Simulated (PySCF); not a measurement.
Ionisation energy of W⁵¹⁺ by level of theory

W⁵¹⁺ [Ar] 3d5 (6S) → W⁵²⁺ [Ar] 3d4 (5D), as a difference of total energies. Computed with PySCF 2.14 in an uncontracted even-tempered set (17 s from 12 bohr⁻², ratio 2.5; 13 p from 15 bohr⁻², ratio 2.5; 7 d from 15 bohr⁻², ratio 2.5; 4 f from 59 bohr⁻², ratio 2.7; 3 g from 88 bohr⁻², ratio 2.7), with scalar relativity by spin-free X2C-1e. Correlated levels: outer shells: [Ne] frozen; virtual orbitals above 40 to 60 times the deepest correlated orbital energy dropped. The calculations carry no spin-orbit coupling.

```
                method  ionisation energy (eV)
                   UHF                  4760.3
                   LDA                  4755.9
                   PBE                  4755.4
                  PBE0                  4757.1
                r2SCAN                  4757.9
                 B97-3                  4757.6
               r2SCAN0                  4758.9
    MP2 (outer shells)                  4760.5
SCS-MP2 (outer shells)                  4759.9
```

Spin-orbit coupling is strong in these open shells (close to jj coupling). The scalar numbers leave it out and a first-order estimate fails, so it can dominate the gap to the real levels.

Breit and QED terms and the two-electron picture change are absent.

For comparison: 4709 ± 4 eV (semi-empirical (NIST evaluation); NIST Atomic Spectra Database, ionization energies).
